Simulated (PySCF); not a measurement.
BrGaH2O. Atoms are numbered in the order given.

```xyz
5

Ga    -0.3838    -0.8839     0.0000
H     -1.8510    -1.3953     0.0000
Br     0.1235     1.3430     0.0000
O      1.0697    -1.9178     0.0000
H      0.8690    -2.8666     0.0000
```

Geometry: TPSSh-D3(BJ)/def2-SVP. One conformer was computed; it need not be the lowest.

Method: B3LYP/def2-TZVPD run with PySCF.

Isolated molecule, no solvent.

```yaml
total_energy: -4575.63517 hartree
point_group: Cs
highest_occupied_level: -8.13 eV
lowest_empty_level: -1.59 eV
orbital_gap: 6.54 eV
dipole_moment: 2.79 D
quadrupole, principal values (traceless, Buckingham form, about the centre of nuclear charge): -7.27, 1.14, 6.13 D·Å
mean_static_polarisability: 56.0 bohr³ (8.30 Å³)
polarisability_principal_values: 43.7, 54.4, 70.0 bohr³
```
